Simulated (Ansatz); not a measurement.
Program: Ansatz. Geometries: PBE0-D4/def2-TZVP. ΔE: electronic, gas phase. CBS: MP2 limit from def2 TZ/QZ plus the TZ coupled-cluster correction, frozen cores. DFT in def2-TZVPP. B3LYP here is the variant with VWN-RPA as its local correlation; programs differ in this. Each species was taken in one conformer, which may not be the lowest.

Reaction (cleavage of the Al–Si bond): `[AlH2][SiH2]S` + `C[SiH2]N` → `C[SiH2][NH][AlH2]` + `[SiH3]S`

| level | ΔE (kJ/mol) | difference from CCSD(T)/CBS |
| --- | --- | --- |
| r2SCAN-D4 | -106.4 | 2.0 |
| PBE0-D4 | -93.6 | 14.8 |
| B3LYP-D4 | -108.0 | 0.4 |
| ωB97X-V | -105.5 | 2.9 |
| ωB97M-V | -112.3 | -3.9 |
| PBE | -89.7 | 18.7 |
| HF/def2-TZVPP | -114.2 | -5.8 |
| MP2/def2-TZVPP | -119.0 | -10.6 |
| SCS-MP2/def2-TZVPP | -119.2 | -10.8 |
| CCSD/def2-TZVPP | -110.5 | -2.1 |
| CCSD(T)/def2-TZVPP | -110.6 | -2.2 |
| MP2/def2-QZVPP | -118.1 | -9.7 |
| SCS-MP2/def2-QZVPP | -118.3 | -9.9 |
| HF/CBS(def2) | -115.7 | -7.3 |
| MP2/CBS(def2) | -116.7 | -8.3 |
| CCSD/CBS(def2) | -108.2 | 0.2 |
| CCSD(T)/CBS | -108.4 | 0 |

Largest T1 diagnostic among the species: 0.012.
